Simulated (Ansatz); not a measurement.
Cost and result for the atomization energy of `B[O][Zn][SiH3]` (9 atoms, 8 bonds).

| atom | x (Å) | y (Å) | z (Å) |
| --- | --- | --- | --- |
| B1 | 2.5217 | -0.1580 | -1.1567 |
| O2 | 1.3281 | 0.4316 | -1.2437 |
| Zn3 | -0.1492 | 0.2499 | -0.2295 |
| Si4 | -2.1291 | 0.1050 | 1.0115 |
| H5 | 3.3744 | 0.1245 | -1.9635 |
| H6 | 2.7680 | -0.9693 | -0.2873 |
| H7 | -3.2378 | -0.4239 | 0.1720 |
| H8 | -1.9489 | -0.8043 | 2.1750 |
| H9 | -2.5271 | 1.4446 | 1.5221 |

Total charge 0; spin multiplicity 1. For Zn the d shell is correlated and the shells below it are frozen. Scalar relativity is left out up to krypton. Geometry: relaxed with PBE0-D4/def2-TZVP. It is one conformer, not always the lowest. Program: Ansatz. All runs use 4 threads of an AMD EPYC 7R13 on a shared host. Times are those of one run each, without the atoms' runs, and a repeat can differ threefold. Electronic energies, without spin–orbit coupling; frozen cores. CCSD(T)/CBS adds CCSD(T) − MP2 in def2-TZVPP to the MP2 limit, and its time is that of the two runs behind it. T1 = 0.016. With those shells the extrapolation isn't a true limit. B3LYP takes the VWN-RPA correlation (the form of Gaussian; ORCA's B3LYP/G). HSE06 is the plane-wave form, built on full-range PBE exchange.

CCSD(T)/CBS is a level of theory with its own doubt, some kJ/mol a heavy atom from the limit and from the frozen cores, so smaller differences don't rank the functionals.

| level | functions | wall time | atomization (kJ/mol) | difference from CCSD(T)/CBS | per bond |
| --- | --- | --- | --- | --- | --- |
| revPBE-D4/def2-TZVPP | 238 | 2.4 s | 2697.8 | -58.8 | -7.3 |
| HSE06-D4/def2-TZVPP | 238 | 4.4 s | 2734.8 | -21.8 | -2.7 |
| CCSD(T)/def2-SVP | 102 | 4.7 s | 2617.0 | -139.6 | -17.4 |
| r2SCAN-D4/def2-TZVPP (with forces) | 238 | 5.5 s | 2782.6 | 26.0 | 3.3 |
| B3LYP-D4/def2-TZVPP (with forces) | 238 | 6 s | 2747.1 | -9.5 | -1.2 |
| B2PLYP/def2-TZVPP | 238 | 6 s | 2728.6 | -28.0 | -3.5 |
| PBE-QIDH/def2-TZVPP | 238 | 6.5 s | 2738.5 | -18.1 | -2.3 |
| B97M-V/def2-TZVPP | 238 | 8.5 s | 2762.6 | 6.0 | 0.8 |
| ωB97X-V/def2-TZVPP | 238 | 8.5 s | 2783.0 | 26.4 | 3.3 |
| ωB97M-V/def2-TZVPP (with forces) | 238 | 13 s | 2766.8 | 10.2 | 1.3 |
| MP2/def2-QZVPP | 434 | 20 s | 2770.7 | 14.1 | 1.8 |
| CCSD(T)/def2-TZVPP | 238 | 110 s | 2687.9 | -68.7 | -8.6 |
| CCSD(T)/CBS(def2) | – | 2.2 min | 2756.6 | 0.0 | 0.0 |

Leaving LDA and LC-ωPBE aside and taking each functional with its dispersion term where it has one, the values spread over 85.2 kJ/mol, from revPBE-D4 to ωB97X-V. LDA lies +354.3 kJ/mol from PBE without D4, its usual overbinding. From r2SCAN to r2SCAN0 (25 % exact exchange), in def2-TZVPP and without D4, the atomization energy moves by −40.0 kJ/mol: exact exchange takes away binding that semilocal exchange gives to molecules. The D4 term adds +23.2 kJ/mol with B3LYP and +12.1 kJ/mol with PBE0; it sums over pairs of atoms, weighted by their polarisabilities, and B3LYP, whose exchange is more repulsive, gets the larger term.
